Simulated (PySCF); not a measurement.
PySCF job for InFI₂, SMILES [F][In]([I])[I], TDDFT-PBE/def2-SVPD. The structure is a stationary point at PBE0-D3(BJ)/def2-SVP. The structure was generated by enumeration; whether it is a known compound was not checked. The def2 effective core potentials stand for the cores of I, In; spin–orbit coupling is left out.

```python
import numpy as np
from pyscf import gto, scf, dft, tdscf

mol = gto.M(
    atom='''
    In    0.00000000   -0.00000000    0.67300305
    F     0.00000000   -0.00000001    2.62305781
    I     0.00000000    2.34849463   -0.53381764
    I     0.00000000   -2.34849463   -0.53381764
    ''',
    basis='def2-SVPD',
    ecp={'I': 'def2-svp', 'In': 'def2-svp'},
    charge=0,
    spin=0,
    symmetry=True,
    max_memory=1600,
    verbose=4,
)
mf = dft.RKS(mol, xc='pbe').density_fit(auxbasis='def2-universal-jkfit')
mf.grids.level = 3
mf.conv_tol = 1e-9
mf.max_cycle = 100
mf.kernel()
mf.grids = dft.Grids(mol).set(level=1).build(with_non0tab=True)  # coarser grid for the response kernel
td = tdscf.TDDFT(mf)
td.singlet = True
td.nstates = 10
td.conv_tol = 1e-4
td.positive_eig_threshold = 1e-6
td.kernel(x0=td.get_init_guess(mf, 15))
td.analyze()
tt = tdscf.TDA(mf)
tt.singlet = False
tt.nstates = 4
tt.conv_tol = 1e-4
tt.positive_eig_threshold = 1e-6
tt.kernel(x0=tt.get_init_guess(mf, 9))
tt.analyze(verbose=3)
```

Output:

```
PySCF version 2.14.0

[INPUT] verbose = 4
[INPUT] num. atoms = 4
[INPUT] num. electrons = 80
[INPUT] charge = 0
[INPUT] spin (= nelec alpha-beta = 2S) = 0
[INPUT] symmetry True subgroup None
[INPUT] Mole.unit = angstrom
[INPUT] Symbol           X                Y                Z      unit          X                Y                Z       unit  Magmom
[INPUT]  1 In     0.000000000000   0.000000000000   0.673003050000 AA    0.000000000000   0.000000000000   1.271791445497 Bohr   0.0
[INPUT]  2 F      0.000000000000  -0.000000010000   2.623057810000 AA    0.000000000000  -0.000000018897   4.956860869801 Bohr   0.0
[INPUT]  3 I      0.000000000000   2.348494630000  -0.533817640000 AA    0.000000000000   4.438011655712  -1.008769140062 Bohr   0.0
[INPUT]  4 I      0.000000000000  -2.348494630000  -0.533817640000 AA    0.000000000000  -4.438011655712  -1.008769140062 Bohr   0.0

nuclear repulsion = 392.658361484936
point group symmetry = C2v
symmetry origin: [ 0.00000000e+00 -1.03704475e-09 -1.15227199e-09]
symmetry axis x: [-1. -0. -0.]
symmetry axis y: [ 0.0000000e+00  1.0000000e+00 -5.0195474e-10]
symmetry axis z: [0.0000000e+00 5.0195474e-10 1.0000000e+00]
num. orbitals of irrep A1 = 50
num. orbitals of irrep A2 = 16
num. orbitals of irrep B1 = 23
num. orbitals of irrep B2 = 36
number of shells = 47
number of NR pGTOs = 240
number of NR cGTOs = 125
basis = def2-SVPD
ecp = {'I': 'def2-svp', 'In': 'def2-svp'}


******** <class 'pyscf.df.df_jk.DFSymAdaptedRKS'> ********
method = DFSymAdaptedRKS
initial guess = minao
damping factor = 0
level_shift factor = 0
DIIS = <class 'pyscf.scf.diis.CDIIS'>
diis_start_cycle = 1
diis_space = 8
diis_damp = 0
SCF conv_tol = 1e-09
SCF conv_tol_grad = None
SCF max_cycles = 100
direct_scf = False
XC library pyscf.dft.libxc version 7.1.2
    S. Lehtola, C. Steigemann, M. J. T. Oliveira, and M. A. L. Marques,  SoftwareX 7, 1–5 (2018)
XC functionals = pbe
    J. P. Perdew, K. Burke, and M. Ernzerhof,  Phys. Rev. Lett. 77, 3865 (1996)
    J. P. Perdew, K. Burke, and M. Ernzerhof,  Phys. Rev. Lett. 78, 1396 (1997)
    J. P. Perdew, K. Burke, and M. Ernzerhof,  Phys. Rev. Lett. 77, 3865 (1996)
    J. P. Perdew, K. Burke, and M. Ernzerhof,  Phys. Rev. Lett. 78, 1396 (1997)
radial grids:
    Treutler-Ahlrichs [JCP 102, 346 (1995); DOI:10.1063/1.469408] (M4) radial grids

becke partition: Becke, JCP 88, 2547 (1988); DOI:10.1063/1.454033
pruning grids: <function nwchem_prune>
grids dens level: 3
symmetrized grids: True
atomic radii adjust function: <function treutler_atomic_radii_adjust>
small_rho_cutoff = 0
Freeze 0 electrons in irreps []
    80 free electrons in irreps A1 A2 B1 B2
Set gradient conv threshold to 3.16228e-05
Initial guess from minao.
tot grids = 80056
init E= -800.858428414979
HOMO (B2) = -1.29103917395124  LUMO (B1) = -1.28487479532806  gap/eV = 0.16774
cycle= 1 E= -876.53759804029  delta_E= -75.7  |g|= 6.46  |ddm|= 19.5
HOMO (A1) = -0.0351298275440403  LUMO (B2) = -0.0271494746869445  gap/eV = 0.21716
cycle= 2 E= -812.329744155092  delta_E= 64.2  |g|= 15.8  |ddm|= 42.9
HOMO (B2) = -0.159853672137739  LUMO (A1) = -0.0739866816171499  gap/eV = 2.33656
cycle= 3 E= -883.346582787907  delta_E=  -71  |g|= 3.23  |ddm|= 40.3
HOMO (B2) = -0.244898304118354  LUMO (A1) = -0.142831713917669  gap/eV = 2.77737
cycle= 4 E= -885.055263345827  delta_E= -1.71  |g|= 1.22  |ddm|= 3.53
HOMO (B2) = -0.273789646959449  LUMO (A1) = -0.160690457009181  gap/eV = 3.07759
cycle= 5 E= -885.236327807232  delta_E= -0.181  |g|= 0.654  |ddm|= 1.36
HOMO (B2) = -0.254883696657507  LUMO (A1) = -0.150325849608826  gap/eV = 2.84516
cycle= 6 E= -885.321161531787  delta_E= -0.0848  |g|= 0.185  |ddm|= 0.828
HOMO (B2) = -0.259385173533143  LUMO (A1) = -0.148270740259516  gap/eV = 3.02358
cycle= 7 E= -885.327388645195  delta_E= -0.00623  |g|= 0.0639  |ddm|= 0.236
HOMO (B2) = -0.257189361760635  LUMO (A1) = -0.14935273281225  gap/eV = 2.93438
cycle= 8 E= -885.328117252214  delta_E= -0.000729  |g|= 0.0257  |ddm|= 0.095
HOMO (B2) = -0.257562707486266  LUMO (A1) = -0.148051070879564  gap/eV = 2.97996
cycle= 9 E= -885.328368687372  delta_E= -0.000251  |g|= 0.0104  |ddm|= 0.0501
HOMO (B2) = -0.257743837801622  LUMO (A1) = -0.148626108905773  gap/eV = 2.96924
cycle= 10 E= -885.328395236128  delta_E= -2.65e-05  |g|= 0.00213  |ddm|= 0.0124
HOMO (B2) = -0.257843073014296  LUMO (A1) = -0.148639932659844  gap/eV = 2.97157
cycle= 11 E= -885.328396607702  delta_E= -1.37e-06  |g|= 0.000189  |ddm|= 0.00277
HOMO (B2) = -0.257817898229481  LUMO (A1) = -0.148630457843165  gap/eV = 2.97114
cycle= 12 E= -885.328396620858  delta_E= -1.32e-08  |g|= 2.69e-05  |ddm|= 0.000389
HOMO (B2) = -0.257819180877152  LUMO (A1) = -0.148629611514032  gap/eV = 2.97120
cycle= 13 E= -885.328396621115  delta_E= -2.57e-10  |g|= 4.21e-06  |ddm|= 5.62e-05
HOMO (B2) = -0.257818916585462  LUMO (A1) = -0.148630279686369  gap/eV = 2.97117
Extra cycle  E= -885.328396621085  delta_E= 3.05e-11  |g|= 1.19e-05  |ddm|= 2.31e-05
converged SCF energy = -885.328396621085
tot grids = 29440
Overwritten attributes  positive_eig_threshold  of <class 'pyscf.tdscf.rks.CasidaTDDFT'>


******** <class 'pyscf.tdscf.rks.CasidaTDDFT'> for <class 'pyscf.df.df_jk.DFSymAdaptedRKS'> ********
nstates = 10 singlet
deg_eia_thresh = 1.000e-03
wfnsym = None
conv_tol = 0.0001
eigh lindep = 1e-12
eigh level_shift = 0
eigh max_cycle = 100


Excitation energies (eV)
[3.14337905 3.24456425 3.33929071 3.52215733 4.3771449  4.47178254
 4.56036362 4.88310066 4.97924232 5.01061855]

** Singlet excitation energies and oscillator strengths **
Excited State   1:   B2      3.14338 eV    394.43 nm  f=0.0082
      40 -> 41       -0.70486
Excited State   2:   A2      3.24456 eV    382.13 nm  f=0.0000
      39 -> 41       -0.70699
Excited State   3:   A1      3.33929 eV    371.29 nm  f=0.0118
      38 -> 41       -0.70492
Excited State   4:   B1      3.52216 eV    352.01 nm  f=0.0091
      37 -> 41       -0.70659
Excited State   5:   A2      4.37714 eV    283.25 nm  f=0.0000
      40 -> 42       -0.70703
Excited State   6:   B2      4.47178 eV    277.26 nm  f=0.0169
      36 -> 41       -0.49139
      39 -> 42        0.50139
Excited State   7:   B1      4.56036 eV    271.87 nm  f=0.0005
      38 -> 42        0.70696
Excited State   8:   B2      4.88310 eV    253.90 nm  f=0.1146
      34 -> 41       -0.44992
      36 -> 41       -0.34372
      39 -> 42       -0.41312
Excited State   9:   A1      4.97924 eV    249.00 nm  f=0.0041
      33 -> 41       -0.21841
      37 -> 42       -0.66608
Excited State  10:   B1      5.01062 eV    247.44 nm  f=0.0055
      35 -> 41        0.70613

** Transition electric dipole moments (AU) **
state          X           Y           Z        Dip. S.      Osc.
  1         0.0000     -0.3254      0.0000      0.1059      0.0082
  2        -0.0000      0.0000     -0.0000      0.0000      0.0000
  3        -0.0000     -0.0000     -0.3801      0.1445      0.0118
  4        -0.3245     -0.0000      0.0000      0.1053      0.0091
  5        -0.0000     -0.0000      0.0000      0.0000      0.0000
  6        -0.0000      0.3933      0.0000      0.1547      0.0169
  7         0.0666     -0.0000     -0.0000      0.0044      0.0005
  8         0.0000      0.9787     -0.0000      0.9579      0.1146
  9        -0.0000     -0.0000     -0.1840      0.0338      0.0041
 10        -0.2114     -0.0000     -0.0000      0.0447      0.0055

WARN: ECP detected. Skipping calculation of transition velocity and magnetic dipole moments, which have not yet been implemented.

Overwritten attributes  positive_eig_threshold  of <class 'pyscf.tdscf.rks.TDA'>


******** <class 'pyscf.tdscf.rks.TDA'> for <class 'pyscf.df.df_jk.DFSymAdaptedRKS'> ********
nstates = 4 triplet
deg_eia_thresh = 1.000e-03
wfnsym = None
conv_tol = 0.0001
eigh lindep = 1e-12
eigh level_shift = 0
eigh max_cycle = 100


Excitation energies (eV)
[2.83426855 2.96849715 3.01522722 3.20809497]

** Triplet excitation energies and oscillator strengths **
Excited State   1:   B2      2.83427 eV    437.45 nm  f=0.0000
Excited State   2:   A2      2.96850 eV    417.67 nm  f=0.0000
Excited State   3:   A1      3.01523 eV    411.19 nm  f=0.0000
Excited State   4:   B1      3.20809 eV    386.47 nm  f=0.0000
```

The calculation finished and met its thresholds.

Cost: about 30 core-seconds (a rough figure).
